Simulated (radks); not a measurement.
The nuclear charge of the xenon ion Xe2+ is varied continuously with 52 electrons held in [Kr] 4d10 5s2 5p4. Method: Dirac Kohn-Sham, LDA (Slater exchange, Perdew-Wang correlation), spin-unpolarised, spherical densities, finite nucleus; open shells are shared between the two j in proportion to 2j + 1; Fermi nuclear charge, rms radius 4.7859 fm; computed with a radial shooting solver on a logarithmic mesh with Libxc functionals. By the Hellmann-Feynman theorem dE/dZ = E(electron-nucleus)/Z, the electronic potential at the nucleus (averaged over a nucleus of fixed radius).

| Z | E (hartree) | E(electron-nucleus)/Z (hartree) | HOMO | e(HOMO) (eV) | <r> HOMO (bohr) |
|---|---|---|---|---|---|
| 53.5 | -7276.61134 | -330.203 | 5p3/2 | -20.544 | 2.221 |
| 53.6 | -7309.67454 | -331.061 | 5p3/2 | -21.672 | 2.198 |
| 53.7 | -7342.82364 | -331.920 | 5p3/2 | -22.816 | 2.175 |
| 53.8 | -7376.05865 | -332.780 | 5p3/2 | -23.977 | 2.154 |
| 53.9 | -7409.37962 | -333.640 | 5p3/2 | -25.154 | 2.133 |
| 54 | -7442.78658 | -334.500 | 5p3/2 | -26.347 | 2.112 |
| 54.1 | -7476.2796 | -335.360 | 5p3/2 | -27.557 | 2.092 |
| 54.2 | -7509.8586 | -336.221 | 5p3/2 | -28.782 | 2.073 |
| 54.3 | -7543.5237 | -337.082 | 5p3/2 | -30.024 | 2.054 |
| 54.4 | -7577.2749 | -337.943 | 5p3/2 | -31.280 | 2.036 |
| 54.5 | -7611.1123 | -338.805 | 5p3/2 | -32.553 | 2.018 |
| 54.6 | -7645.0359 | -339.667 | 5p3/2 | -33.840 | 2.001 |
| 54.7 | -7679.0458 | -340.530 | 5p3/2 | -35.143 | 1.984 |
| 54.8 | -7713.1419 | -341.393 | 5p3/2 | -36.461 | 1.967 |
| 54.9 | -7747.3243 | -342.256 | 5p3/2 | -37.795 | 1.951 |
| 55 | -7781.5931 | -343.120 | 5p3/2 | -39.143 | 1.935 |

The central difference of E at Z = 54 is -334.500 hartree, to compare with the third column; the second derivative is -8.6 hartree.
